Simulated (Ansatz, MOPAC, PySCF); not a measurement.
System: RhB, net charge 0, singlet state. SMILES: [B][Rh]
Geometry: optimised at B3LYP-D3(BJ)/def2-TZVP (Ansatz, a quantum-chemistry and plane-wave program).

Property: size of the dipole moment, in D. Conventions: LANL2DZ with its own core potentials from Na on; def2 sets with scalar-relativistic core potentials past Kr; six Cartesian d functions in 6-31G* and its kin unless marked 5d; spin-orbit terms left out; STO-3G and 3-21G all-electron and non-relativistic. Ab initio and DFT rows: single points at B3LYP-D3(BJ) geometries (Ansatz). Semi-empirical rows: dipoles at the shared geometry. The spin state of an ion or metal species was assumed, not searched.

```
level                                    program  size of the dipole moment (D)
---------------------------------------  -------  -----------------------------
PM6                                        MOPAC                           6.90
SVWN5/6-31G* with LANL2DZ past Ar         Ansatz                           2.46
PBE/STO-3G                                Ansatz                           0.76
PBE/3-21G                                 Ansatz                           3.88
PBE/LANL2DZ                               Ansatz                           2.94
PBE/def2-SVP                              Ansatz                           3.01
BP86/def2-SVP                              PySCF                           2.94
B3LYP/STO-3G                              Ansatz                           0.38
B3LYP/3-21G                               Ansatz                           3.77
B3LYP/LANL2DZ                             Ansatz                           2.89
B3LYP/def2-SVP                            Ansatz                           3.01
B3LYP/6-31G* with LANL2DZ past Ar         Ansatz                           2.65
M06-2X/6-31G* with LANL2DZ past Ar (5d)    PySCF                           2.59
```

No value to compare with is used here. The 13 habitual levels span 0.38 (B3LYP/STO-3G) to 6.90 D (PM6).

The levels are drawn from those run, B3LYP/6-31G* more often than the rest, none by its result; left out are runs that failed, that the program found above a lower state of the same kind, or whose <S^2> lies over 0.5 above the pure value.
